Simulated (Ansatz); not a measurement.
`C[O][GaH][CH3]` + `C[SiH](O)[SiH3]` → `CO[SiH](C)[SiH3]` + `C[O][GaH2]`  (substitution at a C–Ga bond)

Computed with Ansatz on PBE0-D4/def2-TZVP structures; ΔE is electronic, products minus reactants. CCSD(T)/CBS is the MP2 limit (def2-TZVPP, def2-QZVPP) plus CCSD(T) − MP2 in def2-TZVPP, frozen cores. Functionals use def2-TZVPP. For Ga outer-core shells are correlated without core-valence functions, which leaves a few kJ/mol of doubt a bond. Scalar relativity is left out up to krypton. One conformer a species, not always the lowest.

Is it downhill or uphill in electronic energy at CCSD(T)/CBS, and by how much? (Best estimate.)

Computed: Uphill: ΔE = +94.2 kJ/mol.

What do these levels give: PBE-D4, r2SCAN-D4, B2PLYP, r2SCAN, HF/def2-TZVPP, MP2/def2-TZVPP, SCS-MP2/def2-TZVPP, CCSD/def2-TZVPP, CCSD(T)/def2-TZVPP, SCS-MP2/def2-QZVPP, MP2/CBS(def2), CCSD/CBS(def2)? (An estimate is asked.)

Computed: PBE-D4 86.0, r2SCAN-D4 88.2, B2PLYP 86.8, r2SCAN 88.6, HF/def2-TZVPP 73.2, MP2/def2-TZVPP 97.1, SCS-MP2/def2-TZVPP 88.8, CCSD/def2-TZVPP 88.5, CCSD(T)/def2-TZVPP 89.4, SCS-MP2/def2-QZVPP 91.1, MP2/CBS(def2) 101.8, CCSD/CBS(def2) 93.3 kJ/mol.

Largest T1 diagnostic among the species: 0.015.

In def2-TZVPP, CCSD(T) changes the Hartree–Fock value by +16.3 kJ/mol (the triples alone add +1.0 kJ/mol) and MP2 by +23.9 kJ/mol.
